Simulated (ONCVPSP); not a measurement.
## Varying the ONCV potential for beryllium (Be)

Base potential:

| Item | Value |
| --- | --- |
| Element | beryllium (Be) |
| Generator | ONCVPSP 4.0.1 |
| Type | optimised norm-conserving Vanderbilt (ONCV) |
| Functional | PBE |
| Relativity | non-relativistic |
| Frozen core | [He] |
| Valence charge | 2 |
| Reference configuration | 2s2 |
| Partial waves | 2s: rc 2.20 bohr, ncon 4, nbas 8, qcut 3.7 1/bohr, 2 projectors, debl 0.7 Ha; p scattering state at 0.13 Ha: rc 1.85 bohr, ncon 3, nbas 7, qcut 5.4 1/bohr, 1 projector |
| Local potential | polynomial inside 1.20 bohr (lpopt 2, dvloc0 6 Ha) |
| Core correction | Teter function, fcfact 2.5, rcfact 1 |

In the p channel the program set the typed energies aside and used 0.050 Ha.

All-electron outer shells of the reference configuration (PBE, non-relativistic, ld1.x):

| shell | level (eV) | outermost node (bohr) | outermost maximum (bohr) |
| --- | --- | --- | --- |
| 1s | -106.20 | – | 0.27 |
| 2s | -5.61 | 0.59 | 2.04 |

Cutoffs, loose and tight: the cutoffs (Ha) at which the residual kinetic energy of the hardest occupied pseudo-wave falls to 1 and 0.1 mHa per electron. They do not see the model core or the augmentation charge, which bear on the density cutoff. Test errors are all-electron minus pseudo excitation energies from the reference, over the configurations 2s1; 2s1.5; 2s1 2p1; 2s0 2p1. A dash means not determined; rows that change the core or the reference have their own tests. The largest error is taken over the tests solved by every variant that gives reliable tests at all: 2s1; 2s1 2p1; 2s1.5.

```tsv
change	outcome	cutoff, loose	cutoff, tight	bound ghosts	GHOST(+) flags above zero	largest test error (meV)
base	generated, projector energies reset by the program	4.7 Ha	6.7 Ha	none	none	+7.4
core correction Teter function, fcfact 2.5, rcfact 1.76	generated, projector energies reset by the program	4.7 Ha	6.7 Ha	none	none	+0.5
local potential polynomial inside 1.20 bohr (lpopt 2, dvloc0 -1.5 Ha)	generated, projector energies reset by the program	4.7 Ha	6.7 Ha	none	none	+7.4
s: rc 1.52	generated, projector energies reset by the program	6.0 Ha	13 Ha	none	none	+11
```

Task: What comes out with this change to the base: s: rc 1.7?

Result: outcome: generated, projector energies reset by the program; cutoff, loose: 5.8 Ha; cutoff, tight: 14 Ha; bound ghosts: none; GHOST(+) flags above zero: none; largest test error (meV): +10.
